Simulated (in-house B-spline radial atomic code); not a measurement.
**The scandium ion Sc⁴⁺: [Ne] 3s2 3p5**

Level of theory: non-relativistic LC-wPBE, spin-polarised, spherical fractional occupations, point nucleus; calculated with an all-electron radial atomic-structure program (B-spline basis).

Z_r = [3n² - l(l+1)]/(2<r>); Z_e = n√(-2ε); the last column is Slater's effective charge. Values are occupation-weighted means over spin.

| shell | electrons | ε (eV) | <r> (bohr) | Z_r | Z_e | Slater |
| --- | --- | --- | --- | --- | --- | --- |
| 1s | 2 | -4434.1 | 0.07359 | 20.38 | 18.05 | 20.70 |
| 2s | 2 | -532.04 | 0.3457 | 17.36 | 12.51 | 16.85 |
| 2p | 6 | -450.1 | 0.3082 | 16.22 | 11.50 | 16.85 |
| 3s | 2 | -111.08 | 1.039 | 12.99 | 8.57 | 10.10 |
| 3p | 5 | -87.543 | 1.091 | 11.46 | 7.61 | 10.10 |

The least bound orbital is 3p down at -84.48 eV, and it is also the most diffuse (<r> = 1.095 bohr).

The density falls to 0.001 bohr⁻³ at 2.592 bohr; Σ<r²> = 10.387 bohr² gives, by the non-relativistic formula and without the paramagnetism of open shells, a Langevin diamagnetic susceptibility of -8.227×10⁻⁶ cm³/mol.

Caution: exact exchange at fractional occupations of open shells leaves self-interaction of up to several eV.
